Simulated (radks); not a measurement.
All-electron atom: the praseodymium ion Pr39+ in [Ar] 3d2.

Method: scalar-relativistic Kohn-Sham, LB94 model potential, spin-polarised, spherical densities, finite nucleus; open shells are filled with parallel spins first (spin-orbit coupling, left out, can overturn this in heavy ions); Fermi nuclear charge, rms radius 4.8919 fm; computed with a radial shooting solver on a logarithmic mesh with Libxc functionals.

Energy parts (Ry):
part                   energy
kinetic            17202.3607
electron-nucleus  -35535.9904
Hartree             2570.8832
(The LB94 potential has no energy functional, so no total or exchange-correlation energy is given.)

Orbitals (lengths in bohr, moments of r in powers of bohr; <r^-3> diverges for s and p1/2):
orbital  occ.  eigenvalue (Ry)  <1/r>  <r^-3>      <r^4>      <r^2>
1s up       1        -3244.909  64.75       -  1.634e-06  0.0007872
1s down     1        -3244.928  64.74       -  1.634e-06  0.0007872
2s up       1        -653.4091  15.06       -  0.0002562    0.01227
2s down     1        -653.4139  15.07       -  0.0002554    0.01226
2p up       3        -602.3734  14.23    8654  0.0001862   0.009762
2p down     3        -602.4097  14.23    8660  0.0001856   0.009749
3s up       1        -241.4695  5.879       -   0.007989    0.07375
3s down     1        -240.7044  5.868       -   0.008031    0.07393
3p up       3        -225.5548  5.616    2082   0.007761    0.07137
3p down     3        -224.7802  5.607    2075   0.007806    0.07155
3d up       2        -206.6199  5.383   299.7   0.005318    0.05624
3d down     0        -205.8915  5.385   300.5   0.005337    0.05629
4s up       0        -124.6569  3.059       -    0.09647     0.2651
4s down     0        -124.3932  3.054       -    0.09707     0.2659
4p up       0        -118.2809  2.947   780.5     0.1010     0.2692
4p down     0        -118.0255  2.943   779.1     0.1017     0.2701

The highest occupied level is 3d up at -2811.2 eV. The spin density at the nucleus is 4.03 e/bohr^3 (1s 2.30, 2s -21.56, 3s 23.28). Spin moment in Bohr magnetons: 2.
